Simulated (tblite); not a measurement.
C5H5F3N2.
Atom-mapped SMILES: `[CH:1]#[C:2][CH2:3][NH:4]/[N:5]=[CH:6]/[C:7]([F:8])([F:9])[F:10]` (hydrogens: H11 on C1; H12, H13 on C3; H14 on N4; H15 on C6)

Computed with GFN2-xTB (tblite), gas phase: L-BFGS steps from a force-field or distance-geometry start until the largest atomic force falls under 0.01 eV/Å.

Step 13: E = -903.0418 eV
```
atom  x, y, z in Å  |  force x, y, z in eV/Å
C1      2.6774    1.5056    0.3077   -0.018  -0.068  -0.024
C2      2.3263    0.3905    0.0507    0.147   0.099  -0.020
C3      1.8866   -0.9629   -0.2529    0.072   0.084   0.070
N4      0.4933   -1.1727    0.0983    0.057  -0.027   0.059
N5     -0.4152   -0.3127   -0.2990    0.104  -0.005   0.150
C6     -1.4727   -0.1762    0.3929   -0.027  -0.150  -0.123
C7     -2.6151    0.6515   -0.0619   -0.130   0.012  -0.062
F8     -2.7747    0.7010   -1.3858    0.042   0.027  -0.104
F9     -3.7556    0.1405    0.4433   -0.130   0.106   0.002
F10    -2.5608    1.9301    0.3619    0.015  -0.009   0.026
H11     3.0043    2.4824    0.5109   -0.046  -0.024   0.016
H12     2.0597   -1.1594   -1.3170   -0.160   0.006   0.003
H13     2.4758   -1.6659    0.3448    0.014  -0.043  -0.127
H14     0.3379   -1.6171    1.0067    0.021   0.013   0.023
H15    -1.6716   -0.7267    1.3134    0.038  -0.020   0.112
```

Step 14: E = -903.0479 eV
```
atom  x, y, z in Å  |  force x, y, z in eV/Å
C1      2.6761    1.5053    0.3075   -0.017  -0.075  -0.024
C2      2.3278    0.3901    0.0501    0.184   0.129  -0.014
C3      1.8874   -0.9591   -0.2537    0.009   0.000   0.080
N4      0.4984   -1.1663    0.1089   -0.032  -0.088   0.089
N5     -0.4130   -0.3147   -0.2970    0.042   0.018   0.224
C6     -1.4744   -0.1822    0.3915   -0.039  -0.113  -0.117
C7     -2.6148    0.6522   -0.0620   -0.124  -0.012  -0.072
F8     -2.7673    0.7007   -1.3874    0.018   0.036  -0.078
F9     -3.7597    0.1457    0.4407   -0.078   0.115  -0.024
F10    -2.5604    1.9326    0.3608    0.038  -0.078   0.013
H11     3.0018    2.4802    0.5109   -0.021   0.054   0.033
H12     2.0514   -1.1582   -1.3155   -0.159   0.025  -0.113
H13     2.4753   -1.6701    0.3297    0.089  -0.077  -0.030
H14     0.3413   -1.6106    1.0195    0.050   0.053  -0.056
H15    -1.6743   -0.7377    1.3100    0.041   0.012   0.088
```

Step 15: E = -903.0548 eV
```
atom  x, y, z in Å  |  force x, y, z in eV/Å
C1      2.6751    1.5057    0.3072    0.004  -0.025  -0.009
C2      2.3326    0.3901    0.0486    0.179   0.079  -0.015
C3      1.8888   -0.9549   -0.2536   -0.046  -0.104   0.054
N4      0.5045   -1.1604    0.1222   -0.098  -0.080   0.061
N5     -0.4095   -0.3163   -0.2915   -0.038   0.040   0.246
C6     -1.4784   -0.1913    0.3885   -0.048  -0.061  -0.070
C7     -2.6164    0.6523   -0.0635   -0.070  -0.049  -0.068
F8     -2.7591    0.7012   -1.3910   -0.018   0.042  -0.033
F9     -3.7666    0.1539    0.4373   -0.025   0.110  -0.065
F10    -2.5592    1.9339    0.3601    0.066  -0.138  -0.006
H11     2.9984    2.4788    0.5117    0.005   0.131   0.047
H12     2.0389   -1.1563   -1.3153   -0.157   0.053  -0.191
H13     2.4766   -1.6762    0.3125    0.154  -0.092   0.057
H14     0.3459   -1.6037    1.0327    0.072   0.049  -0.053
H15    -1.6760   -0.7487    1.3081    0.022   0.044   0.045
```

**Question.** Estimate the geometry and energy of step 16. (The exact step hangs on the optimiser's Hessian estimate; all steps are aligned on step 15, rigid shifts and turns removed.)

**Answer.** E = -903.0639 eV, largest force 0.267 eV/Å
```
atom  x, y, z in Å  |  force x, y, z in eV/Å
C1      2.6738    1.5067    0.3071    0.033   0.043   0.010
C2      2.3417    0.3896    0.0462    0.144  -0.020  -0.015
C3      1.8900   -0.9516   -0.2535   -0.070  -0.191  -0.015
N4      0.5111   -1.1544    0.1399   -0.121  -0.054   0.066
N5     -0.4043   -0.3166   -0.2789   -0.131   0.068   0.174
C6     -1.4853   -0.2049    0.3845   -0.066  -0.002   0.039
C7     -2.6187    0.6515   -0.0670    0.018  -0.090  -0.050
F8     -2.7473    0.7027   -1.3969   -0.067   0.043   0.017
F9     -3.7756    0.1666    0.4314    0.016   0.080  -0.118
F10    -2.5559    1.9335    0.3585    0.106  -0.175  -0.025
H11     2.9939    2.4790    0.5133    0.026   0.185   0.054
H12     2.0172   -1.1515   -1.3186   -0.150   0.086  -0.204
H13     2.4810   -1.6862    0.2895    0.187  -0.076   0.116
H14     0.3539   -1.5911    1.0530    0.093   0.019  -0.036
H15    -1.6799   -0.7653    1.3055   -0.018   0.084  -0.014
```

The energy changes by -0.0091 eV. The first-order estimate −F·Δx gives -0.0121 eV and the mean of the old and new forces, exact on a quadratic surface, -0.0091 eV. The step makes an angle of 69° with the force vector and moves no atom by more than 0.025 Å.
